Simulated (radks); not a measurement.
Results of a calculation; reference values are marked as such.
How relativity changes the ionisation of the antimony ion Sb+ ([Kr] 4d10 5s2 5p2) to Sb2+ ([Kr] 4d10 5s2 5p1). Spin-unpolarised spherical Kohn-Sham, PBE, point nucleus unless stated (finite: rms radius 4.6802 fm), a radial shooting solver on a logarithmic mesh with Libxc functionals. A level marked "c x" has the speed of light scaled by that factor and shares open shells by 2j + 1; other Dirac levels either fill j = l - 1/2 first or share by 2j + 1.

| level | E(Sb+) (hartree) | E(Sb2+) (hartree) | IE (eV) | HOMO | <r> HOMO (bohr) |
|---|---|---|---|---|---|
| non-rel. | -6315.08647 | -6314.49985 | 15.963 | 5p | 2.693 |
| scalar-rel. | -6481.14523 | -6480.55840 | 15.968 | 5p | 2.672 |
| scalar-rel., finite nucleus | -6480.96297 | -6480.37614 | 15.969 | 5p | 2.672 |
| Dirac, 2j+1 shares | -6483.19074 | -6482.60316 | 15.989 | 5p3/2 | 2.705 |
| Dirac, low j first | -6483.22668 | -6482.62456 | 16.384 | 5p1/2 | 2.613 |
| Dirac, 2j+1 shares, finite nucleus | -6483.00792 | -6482.42033 | 15.989 | 5p3/2 | 2.705 |
| Dirac, c x 2 | -6354.96473 | -6354.37794 | 15.968 | 5p3/2 | 2.695 |
| Dirac, c x 3 | -6332.64719 | -6332.06050 | 15.965 | 5p3/2 | 2.694 |
| Dirac, c x 5 | -6321.37884 | -6320.79220 | 15.963 | 5p3/2 | 2.693 |

NIST Atomic Spectra Database: 16.63 eV (measured). The relativistic part of the total energy of Sb+ is -167.9 hartree (Dirac, 2j+1 shares, finite nucleus), 2.7 % of the non-relativistic value. Spin polarisation and multiplet splitting of open shells are left out at every level.

Beside tabulated values, note that relativity, absent from the non-relativistic runs, is large for the heavy elements, and spin-unpolarised runs miss the spin-polarisation part of the exchange energy of open shells.
